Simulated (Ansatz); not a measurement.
Geometry optimisation, RKS PBE/def2-SVP (Ansatz).

Input file:

```yaml
crystal:
  periodic: [false, false, false]
  atoms:
    - { symbol: Zn, position_ang: [0.3133, -0.2992, 0.4416] }
    - { symbol: O, position_ang: [-1.3952, 1.0821, 0.3663] }
    - { symbol: C, position_ang: [0.964, -0.7976, 2.3237] }
    - { symbol: H, position_ang: [-1.0142, 0.7881, -0.8119] }
    - { symbol: Si, position_ang: [-0.0284, 0.0675, -2.2356] }
    - { symbol: H, position_ang: [-2.173, 1.6365, 0.4344] }
    - { symbol: H, position_ang: [1.6482, -0.0398, 2.6918] }
    - { symbol: H, position_ang: [0.1039, -0.8226, 2.9838] }
    - { symbol: H, position_ang: [1.4638, -1.7581, 2.3748] }
    - { symbol: H, position_ang: [0.2843, 1.362, -2.8623] }
    - { symbol: H, position_ang: [1.044, -0.8076, -2.737] }
    - { symbol: H, position_ang: [-1.2107, -0.4113, -2.9695] }
basis:
  gaussian: { orbitals: def2-SVP }
hamiltonian:
  xc: pbe
relax:
  f_tol: 0.15
  max_steps: 25
  restrain:
    - { distance: [0, 4], at: 2.33, k: 30.0 }
    - { distance: [3, 1], at: 0.97, k: 30.0 }
    - { distance: [0, 1], at: 3.18, k: 30.0 }
    - { distance: [3, 4], at: 2.72, k: 30.0 }
```

Command:

```bash
$ ansatz run input.yaml --threads 2 --pin off --max-ram 3072MiB --backend cpu --events-out ev --progress --plain --runs-dir out
```

Q: Where does it end, and by what steps?

A: The forces met the threshold. The restraints hold the end off the free minimum. After 14 steps the energy has fallen by 1.362 eV (the restraints' own energy left out); H4 moved furthest, 1.12 Å. Parted: Zn1–O2. Joined: O2–H4.

| step | energy less start (eV) | largest force component (eV/Å) | accepted |
| --- | --- | --- | --- |
| 0 | 0.0000 | 2.857 | yes |
| 1 | -0.1816 | 6.004 | yes |
| 2 | -0.2243 | 4.790 | yes |
| 3 | -0.3124 | 2.735 | yes |
| 4 | -0.9118 | 1.635 | yes |
| 5 | -1.1410 | 0.971 | yes |
| 6 | -1.2066 | 0.513 | yes |
| 7 | -1.2416 | 0.557 | yes |
| 8 | -1.2879 | 0.311 | yes |
| 9 | -1.3209 | 0.313 | yes |
| 10 | -1.3401 | 0.326 | yes |
| 11 | -1.3590 | 0.313 | yes |
| 12 | -1.2993 | 1.683 | no |
| 13 | -1.3510 | 0.581 | no |
| 14 | -1.3618 | 0.322 | yes |

```xyz
12
Properties=species:S:1:pos:R:3
Zn 0.666 -0.533 0.334
O -1.633 1.637 0.065
C 1.095 -0.904 2.203
H -1.284 1.872 -0.816
Si 0.145 -0.166 -1.917
H -2.451 1.155 -0.157
H 1.793 -0.144 2.614
H 0.178 -0.886 2.829
H 1.570 -1.899 2.325
H 0.118 1.312 -2.266
H 1.053 -0.786 -2.954
H -1.247 -0.657 -2.259
```

Whether the end is a true minimum wasn't checked by a vibrational analysis.

The run took 40 s on 2 threads of Arm Neoverse V1, on a shared host, peak memory 0.17 GiB.
